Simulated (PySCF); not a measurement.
# HI and its ions

r²SCANh; PySCF, spin-free X2C with a Gaussian nucleus, basis sets H x2c-SVPall, I x2c-SVPall. Neutral (UKS): singlet (closed shell), Re = 1.612 Å, ωe = 2355 cm⁻¹, De = 3.35 eV, HOMO -7.30 eV, LUMO -0.82 eV.

HI⁺ (UKS): doublet (π ↑), Re = 1.636 Å, ωe = 2242 cm⁻¹, De = 3.34 eV to H + I⁺. The energies at the minima are -7115.41799 hartree for HI and -7115.02876 for HI⁺.

Task: Work out the adiabatic ionisation energy, without and with harmonic zero-point energies (1 hartree = 27.2114 eV, 1 eV = 8065.5 cm⁻¹), and the change of the bond length.

Result: At r²SCANh: 0.38923 hartree = 10.591 eV between the minima; the zero-point term (2242.0 − 2355.0)/2 cm⁻¹ = -0.007 eV makes it 10.584 eV. Re changes by +2.4 pm against the neutral. Minus the HOMO energy is 7.30 eV, -3.29 eV from the value between the minima; self-interaction puts the Kohn–Sham level too high, less so with exact exchange. The electron leaves a π orbital, which is non-bonding in a hydride.

These are scalar-relativistic numbers at best; spin–orbit coupling would shift them, the dissociation energy most. For an ion De counts to the pair picked by the measured ionisation energies or electron affinities, which need not be the lowest pair at this level. States were picked by a PBE0 search and need not be the measured ground states.
